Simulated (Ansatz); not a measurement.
Basis sets compared for Na₃Li⁻ (the lowest doublet isomer of a short search). Total charge -1; doublet. Geometry PBE0/def2-TZVPD. Ansatz on 4 threads of Intel Xeon on a shared host; times are rough, and most runs start from earlier orbitals.

```
atom   x (Å)   y (Å)   z (Å)
 Li1  -1.409  -0.080   0.444
 Na2   1.766   0.101  -0.559
 Na3  -0.042  -2.968  -0.046
 Na4  -0.315   2.947   0.162
```

At PBE/def2-SVPD, PBE/def2-TZVPD, PBE0/def2-SVPD, PBE0/def2-TZVPD the highest occupied level of the charge -1 doublet lies above zero (up to 0.44 eV). By energy differences its removal costs 0.89 eV (vertical, to the charge 0 singlet, at PBE0/def2-TZVPD). The structure comes from a short search, and lower isomers may exist.

```
         level  functions  energy (Eh)  HOMO (eV)  LUMO (eV)  wall time
 PBE/def2-SVPD         66    -493.8673       0.44       0.99      1.1 s
PBE0/def2-SVPD         66    -493.9122       0.04       1.37      2.5 s
```

Estimate the rows for PBE/def2-TZVPD, PBE0/def2-TZVPD.


```
          level  functions  energy (Eh)  HOMO (eV)  LUMO (eV)  wall time
 PBE/def2-TZVPD        122    -494.0534       0.40       0.95      1.8 s
PBE0/def2-TZVPD        122    -494.0964       0.01       1.33       11 s
```
